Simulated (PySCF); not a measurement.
2-methylideneimidazole (C4H4N2), SMILES C=C1N=CC=N1. Atoms are numbered in the order given.

```xyz
10

C      0.0000     0.0000     2.0333
C      0.0000     0.0000     0.6873
N      0.0000    -1.1765    -0.0949
C      0.0000    -0.7394    -1.3149
C      0.0000     0.7394    -1.3149
N      0.0000     1.1765    -0.0949
H      0.0000     0.9456     2.5773
H      0.0000    -0.9456     2.5773
H      0.0000    -1.4014    -2.1854
H      0.0000     1.4014    -2.1854
```

Coordinates come from a B3LYP-D3(BJ)/def2-SVP optimisation.

All values below come from PBE0/pcSseg-1 in PySCF.

GIAO shieldings, no solvent; atoms alike by connectivity are averaged. δ = σ(ref) − σ: ¹³C against TMS (σ = 186.3 ppm); ¹⁵N against NH3 (σ = 267.4 ppm); ¹H against TMS (σ = 31.56 ppm), references at their B3LYP-D3(BJ)/def2-TZVP geometries, non-relativistic.

Computed chemical shifts:
| nucleus | atoms | count | δ (ppm) |
|---|---|---|---|
| ¹³C | C2 | 1 | 181.0 |
| ¹³C | C4, C5 | 2 | 167.4 |
| ¹³C | C1 | 1 | 143.8 |
| ¹⁵N | N3, N6 | 2 | 395.2 |
| ¹H | H9, H10 | 2 | 8.43 |
| ¹H | H7, H8 | 2 | 7.12 |
